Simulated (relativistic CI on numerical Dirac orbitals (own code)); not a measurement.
**Nd³⁺: from the plainest model towards the measured levels**

Calculated with a relativistic CI code on KLI orbitals (one set per configuration, finite nucleus), adding one ingredient at a time: step 1, Dirac-Coulomb, each configuration alone; step 2, with Breit and QED terms; step 3, with configuration mixing; step 4, with scaled Slater integrals (0.85); step 5, with a P86 correlation estimate; step 6, tied to the ionisation limit. P86 is a density functional for the correlation energy, evaluated here for each configuration and added to its levels. Step 6 is semi-empirical: configurations made of the next ion and one excited electron move by 5083 cm⁻¹, so that their limit matches the tabulated ionisation energy, and those with a non-penetrating f or g electron also take the P86 value of the least penetrating other one.

Configuration list (outside the closed core [Kr] 4d10 5s2): 4f³5p⁶, 4f²5p⁶5d, 4f²5p⁶6s, 4f²5p⁶6p, 4f⁴5p⁵, 4f²5p⁶6d, 4f²5p⁶7s, 4f²5p⁶5f, 4f²5p⁶7p, 4f³5p⁵6s, 4f²5p⁶6f, 4f²5p⁶7d, 4f5p⁶5d5f, 4f5p⁶5d², 5p⁶5d³, 5p⁶5d²6s, 5p⁶5d²6p, 5p⁶5d²6d, 5p⁶5d²7s, 4f5p⁶5d6s, 5p⁶5d6s², 5p⁶5d6s6p, 5p⁶5d6s6d, 5p⁶5d6s7s, 4f5p⁶5f², 5p⁶5d5f², 5p⁶5f²6s, 5p⁶5f²6p, 5p⁶5f²6d, 5p⁶5f²7s.

Computed minus measured energy above the ground level, in cm⁻¹, for 15 of the 31 excited levels that pair in every step (one J of a term; a digit in brackets numbers repeated terms):

| Configuration | Term | J | Measured | Step 1 | Step 2 | Step 3 | Step 4 | Step 5 | Step 6 |
| --- | --- | --- | --- | --- | --- | --- | --- | --- | --- |
| 4f³5p⁶ | 4I° | 11/2 | 1897 | 105 | -82 | -144 | -125 | -123 | -121 |
| 4f³5p⁶ | 4F° | 3/2 | 11698 | 3387 | 3401 | 2972 | 1104 | 1092 | 1083 |
| 4f³5p⁶ | 2H°(2) | 9/2 | 12800 | 2177 | 2084 | 1944 | 50 | 40 | 31 |
| 4f³5p⁶ | 4S° | 3/2 | 13792 | 3293 | 3140 | 2943 | 999 | 991 | 984 |
| 4f³5p⁶ | 2G°(2) | 7/2 | 17655 | 3297 | 3103 | 2797 | 364 | 352 | 342 |
| 4f³5p⁶ | 4G° | 5/2 | 17707 | 5134 | 5138 | 4699 | 1754 | 1736 | 1723 |
| 4f³5p⁶ | 2K° | 13/2 | 20005 | 2874 | 2581 | 2860 | -76 | -96 | -107 |
| 4f³5p⁶ | 2D°(1) | 5/2 | 24333 | 4582 | 4331 | 4055 | 633 | 619 | 606 |
| 4f³5p⁶ | 4D° | 5/2 | 29191 | 8588 | 8548 | 7699 | 2818 | 2792 | 2773 |
| 4f³5p⁶ | 2I° | 11/2 | 30180 | 5876 | 5638 | 5870 | 1063 | 1033 | 1015 |
| 4f³5p⁶ | 2L° | 15/2 | 31036 | 5815 | 5420 | 5737 | 911 | 875 | 858 |
| 4f³5p⁶ | 2H°(1) | 9/2 | 33741 | 7681 | 7414 | 7036 | 1774 | 1741 | 1721 |
| 4f³5p⁶ | 2D°(2) | 5/2 | 35214 | 8894 | 8600 | 7714 | 2422 | 2401 | 2381 |
| 4f³5p⁶ | 2F°(2) | 5/2 | 39568 | 9645 | 9414 | 8415 | 2329 | 2311 | 2290 |
| 4f³5p⁶ | 2G°(1) | 9/2 | 49172 | 12703 | 12431 | 11408 | 3392 | 3351 | 3323 |

Mean absolute errors in cm⁻¹, over all paired levels and for the configurations:

```tsv
Configuration, levels	Step 1	Step 2	Step 3	Step 4	Step 5	Step 6
all, 31	5059	4796	4478	1218	1204	1193
4f³5p⁶, 31	5059	4796	4478	1218	1204	1193
```

Measured levels: measured levels as listed in Arab et al., J. Quant. Spectrosc. Radiat. Transfer 229, 145 (2019) and Gaigalas et al. (2019), from Wyart et al. (2007).

The mean absolute error is lowest at step 6 (1193 cm⁻¹), and the largest single drop is from step 3 to 4 (4478 to 1218). Terms of the ground configuration are off by 5059 at first, 4478 with mixing and 1218 after scaling, which stands in for the correlation that narrows term splittings. The Breit and QED terms change the top of the ground term (measured 5989) from 6448 to 5844.
